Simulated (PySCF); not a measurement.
C₃H₇O (SMILES [CH2]C(C)O), doublet, geometry from GFN2-xTB. Base run: DF-BLYP/STO-3G run with PySCF.

The PySCF input:
```python
from pyscf import gto, scf, dft

mol = gto.M(
    atom='''
O    -0.05892672    1.35633054   -0.11322781
C    -0.02863471    0.02565496    0.35439911
H     0.82063304    1.73921461   -0.02733603
H     0.14012484    0.02515463    1.45324908
C    -1.32028118   -0.61414156    0.06029069
C     1.14796001   -0.75883329   -0.27258888
H     1.05098018   -0.75215105   -1.35533659
H    -2.03739428   -0.10086714   -0.54501858
H     2.09748678   -0.30189391    0.00291482
H    -1.53264840   -1.58991250    0.44633478
H     1.13796680   -1.78626957    0.07840942
''',
    basis='sto-3g',
    spin=1,
    verbose=4,
)

mf = dft.UKS(mol)
mf.xc = 'blyp'
mf = mf.density_fit(auxbasis='def2-universal-jkfit')
mf.kernel()
mf.analyze()
```

Variants of this job, named by their change:

| change | basis functions | E (Eh) | HOMO (eV) | dipole (D) | core-seconds (rough) |
|---|---|---|---|---|---|
| base | 27 | -191.05953 | -1.74 | 1.35 | 8 |
| basis = pcseg-0 | 50 | -193.07032 | -4.24 | 1.87 | 6 |
| basis = 3-21G | 50 | -192.51259 | -3.90 | 1.64 | 6 |
| basis = def2-SV(P) | 70 | (withheld) | (withheld) | (withheld) | 9 |
| basis = 6-31G* | 70 | (withheld) | (withheld) | (withheld) | 10 |
| basis = 6-31+G* | 86 | -193.59379 | -4.43 | 1.87 | 10 |
| basis = def2-SVPD | (withheld) | (withheld) | (withheld) | (withheld) | 20 |
| basis = 6-311+G(2d,p) | (withheld) | (withheld) | -4.49 | (withheld) | 20 |
| basis = def2-TZVP | 166 | -193.67727 | -4.44 | 1.67 | 20 |
| basis = def2-TZVPD | 214 | -193.67982 | -4.49 | 1.70 | 30 |
| basis = cc-pVTZ | 218 | -193.67262 | -4.39 | 1.58 | 50 |
| basis = pc-2 | 218 | -193.68841 | -4.48 | 1.71 | 40 |
| basis = pcseg-2 | 218 | -193.68392 | -4.48 | 1.71 | 50 |

Problem. Complete the blanks.

Solution. 
- basis = def2-SV(P), E (Eh): -193.41897
- basis = def2-SV(P), HOMO (eV): -4.25
- basis = def2-SV(P), dipole (D): 1.62
- basis = 6-31G*, E (Eh): -193.57611
- basis = 6-31G*, HOMO (eV): -4.01
- basis = 6-31G*, dipole (D): 1.55
- basis = def2-SVPD, basis functions: 139
- basis = def2-SVPD, E (Eh): -193.46679
- basis = def2-SVPD, HOMO (eV): -4.50
- basis = def2-SVPD, dipole (D): 1.73
- basis = 6-311+G(2d,p), basis functions: 150
- basis = 6-311+G(2d,p), E (Eh): -193.66351
- basis = 6-311+G(2d,p), dipole (D): 1.77

Totals compare only among sets that treat the same electrons; sets with core potentials leave the core out.

Open shells are given as the SCF converged; they aren't shown to be the lowest states, and a large step between rows can be another state.
